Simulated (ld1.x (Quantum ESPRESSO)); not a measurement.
**Sm (Z = 62), PAW: configuration errors across variants**

Sm (Z = 62), PAW, made with ld1.x (Quantum ESPRESSO) 7.5 (LDA (PZ), scalar-relativistic). Core [Kr] 4d10 4f6, reference 5s2 5p6 5d0 6s2 6p0. Waves: 5s (bound): rcut 2.05, rcutus 2.75 bohr; 6s (bound): rcut 2.05, rcutus 2.75 bohr; 5p (bound): rcut 2.65, rcutus 2.80 bohr; 6p (bound, empty): rcut 2.65, rcutus 2.80 bohr; 5d (bound, empty): rcut 3.10, rcutus 3.90 bohr; 5d channel at 1.65 Ry: rcut 3.10, rcutus 3.90 bohr. Local part: all-electron potential smoothed inside 2.25 bohr (lloc = -2). Core correction: Bessel-smoothed model core, default radius (core density twice the valence density). Augmentation charge: BG, radius 2.20 bohr.

All-electron excitation energies from the reference (eV): (1) 5s2 5p6 5d0 6s1 6p0 6.151; (2) 5s2 5p6 5d0 6s0 6p0 17.445; (3) 5s2 5p6 5d0 6s1.5 6p0 2.455; (4) 5s2 5p6 5d0 6s1 6p1 2.543.

The default core radius of the base comes out at 1.08 bohr.

On the changes marked as counting shells twice: ld1.x takes every shell without a wave as core, so the model core holds the marked electrons as well and exchange and correlation see them twice. This cancels in the reference configuration, but the file is broken for other ones, and its errors say nothing about a proper core correction.

The overlap operator is not positive definite (basis up to 400 Ry) in “base”, “waves 5d (bound): rcut 3.10, rcutus 3.78 bohr; 5d channel at 1.65 Ry: rcut 3.10, rcutus 3.78 bohr”, “wave 5d channel at 1.65 Ry: rcut 3.10, rcutus 3.90 bohr becomes 5d channel at 1.49 Ry: rcut 3.10, rcutus 3.90 bohr”, “waves 5p (bound): rcut 2.65, rcutus 3.88 bohr; 6p (bound): rcut 2.65, rcutus 3.88 bohr”, “augmentation BESSEL, radius 1.65 bohr”, “core correction Bessel-smoothed model core inside 1.22 bohr”. Such files are unfit for use, however small their errors in these radial tests.

Tests that are not counted but printed errors over 1 eV. “waves 5p (bound): rcut 2.65, rcutus 3.88 bohr; 6p (bound): rcut 2.65, rcutus 3.88 bohr”: 5s2 5p6 5d0 6s1 6p1 (solver errors, printed error -1.8 eV); 5s2 5p6 5d0 6s0 6p1 (solver errors, printed error -8.2 eV). “augmentation BESSEL, radius 1.65 bohr”: 5s2 5p5 5d0 6s2 6p0 (solver errors, printed error -466 eV).

4 further variants failed, have other tests or another functional or relativity, and are left out.

The file “type TM; waves now 5s (bound): rc 2.75 bohr; 5p (bound): rc 2.80 bohr; 5d (bound): rc 3.90 bohr; local potential all-electron potential smoothed inside 2.60 bohr (lloc = -2) (6s counted twice)” misses its own reference levels by 0.3 eV.

Errors AE − PS in meV (a dash: test not solved or not reliable):

| change | (1) | (2) | (3) | (4) | bound ghosts |
| --- | --- | --- | --- | --- | --- |
| base | -19 | -116 | -4.4 | -2.5 | not determined (overlap not positive) |
| waves 5d (bound): rcut 3.10, rcutus 3.78 bohr; 5d channel at 1.65 Ry: rcut 3.10, rcutus 3.78 bohr | -19 | -116 | -4.4 | -2.5 | not determined (overlap not positive) |
| wave 5d channel at 1.65 Ry: rcut 3.10, rcutus 3.90 bohr becomes 5d channel at 1.49 Ry: rcut 3.10, rcutus 3.90 bohr | -19 | -116 | -4.4 | -2.5 | not determined (overlap not positive) |
| local potential all-electron potential smoothed inside 3.78 bohr (lloc = -2) | – | – | – | – | none |
| waves 5p (bound): rcut 2.65, rcutus 3.88 bohr; 6p (bound): rcut 2.65, rcutus 3.88 bohr | -22 | -157 | -5.0 | – | not determined (overlap not positive) |
| augmentation BESSEL, radius 1.65 bohr | -3.8 | -130 | +0.5 | +9.1 | not determined (overlap not positive) |
| core correction Bessel-smoothed model core inside 1.22 bohr | -20 | -118 | -4.5 | -2.8 | not determined (overlap not positive) |
| type TM; waves now 5s (bound): rc 2.75 bohr; 5p (bound): rc 2.80 bohr; 5d (bound): rc 3.90 bohr; local potential all-electron potential smoothed inside 2.60 bohr (lloc = -2) (6s counted twice) | -564 | -1889 | -212 | -385 | none |

Give the same row for: local potential all-electron potential smoothed inside 3.80 bohr (lloc = -2).

–, –, –, –; bound ghosts: none.
